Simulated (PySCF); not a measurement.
Compound: C3H7BrGe.
SMILES with atom numbers: `[GeH3:1][C@@H:2]1[CH2:3][C@H:4]1[Br:5]` (hydrogens: H6, H7, H8 on Ge1; H9 on C2; H10, H11 on C3; H12 on C4)

Computed by this run: PBE0-D3(BJ)/def2-SVP geometry optimisation, gas phase in PySCF; density fitting, grid level 1; the optimiser is geomeTRIC in internal coordinates, started from a GFN2-xTB structure with every atom displaced at random (about 0.01 Å).

Step 0: E = -129751.8268 eV
```
atom  x, y, z in Å  |  force x, y, z in eV/Å
Ge1     1.9875   -0.4942   -0.0652   -1.477   0.929   0.021
C2      0.0691   -0.5615    0.4183    0.759  -0.292   0.189
C3     -0.9513   -1.0977   -0.5711    0.612   0.743   0.660
C4     -0.8598    0.3640   -0.2572   -1.443  -0.652   0.857
Br5    -2.3343    1.1271    0.7651    0.392  -0.070  -0.213
H6      2.6354   -1.7719    0.1844    0.735  -1.547   0.311
H7      2.6850    0.5926    0.7002    0.298   0.505   0.428
H8      2.0796   -0.1512   -1.5327   -0.030   0.086  -0.593
H9     -0.1346   -0.7646    1.4825    0.026   0.051  -0.269
H10    -0.5905   -1.4090   -1.5299    0.210  -0.290  -0.834
H11    -1.7688   -1.6798   -0.1765   -0.479  -0.137   0.183
H12    -0.5456    1.0627   -0.9961    0.397   0.675  -0.741
```

Step 1: E = -129751.9793 eV
```
atom  x, y, z in Å  |  force x, y, z in eV/Å
Ge1     1.9702   -0.4560   -0.0583    0.221  -0.324   0.018
C2      0.0856   -0.5507    0.4116   -0.002   0.045   0.017
C3     -0.9297   -1.1017   -0.5624   -0.070  -0.188  -0.073
C4     -0.9036    0.3509   -0.2582    0.221   0.280  -0.233
Br5    -2.3048    1.1368    0.7693   -0.103   0.042   0.049
H6      2.6200   -1.8611    0.1947   -0.128   0.432  -0.084
H7      2.7156    0.6232    0.7667   -0.102  -0.132  -0.090
H8      2.0571   -0.1120   -1.5683    0.012  -0.034   0.154
H9     -0.1224   -0.7601    1.4655    0.012  -0.010   0.016
H10    -0.5971   -1.4246   -1.5576   -0.054   0.042   0.077
H11    -1.7619   -1.6842   -0.1521    0.086   0.016  -0.025
H12    -0.5573    1.0561   -1.0292   -0.092  -0.169   0.176
```

Problem. Estimate the geometry and energy of step 2. (The exact step hangs on the optimiser's Hessian estimate; all steps are aligned on step 1, rigid shifts and turns removed.)

Solution. E = -129751.9915 eV, largest force 0.106 eV/Å
```
atom  x, y, z in Å  |  force x, y, z in eV/Å
Ge1     1.9717   -0.4642   -0.0592    0.021  -0.103   0.009
C2      0.0867   -0.5542    0.4104   -0.036   0.034   0.002
C3     -0.9335   -1.1029   -0.5607   -0.016  -0.015  -0.013
C4     -0.8998    0.3532   -0.2582    0.047   0.035  -0.009
Br5    -2.3102    1.1482    0.7630    0.017  -0.015  -0.003
H6      2.6340   -1.8374    0.1854   -0.013   0.068  -0.012
H7      2.7011    0.6096    0.7655   -0.005   0.015   0.013
H8      2.0660   -0.1157   -1.5576    0.001   0.005  -0.008
H9     -0.1188   -0.7644    1.4652    0.002  -0.003   0.000
H10    -0.6092   -1.4209   -1.5573   -0.009  -0.004   0.003
H11    -1.7613   -1.6854   -0.1478    0.009  -0.002   0.004
H12    -0.5551    1.0504   -1.0271   -0.018  -0.015   0.013
```

The energy changes by -0.0121 eV. The first-order estimate −F·Δx gives -0.0218 eV and the mean of the old and new forces, exact on a quadratic surface, -0.0121 eV. The step makes an angle of 56° with the force vector and moves no atom by more than 0.029 Å.

The cost below is that of the whole optimisation. On one thread of an Arm Neoverse V2, no GPU, shared host, this took 49 s of wall time and 0.54 GiB of memory at its peak.
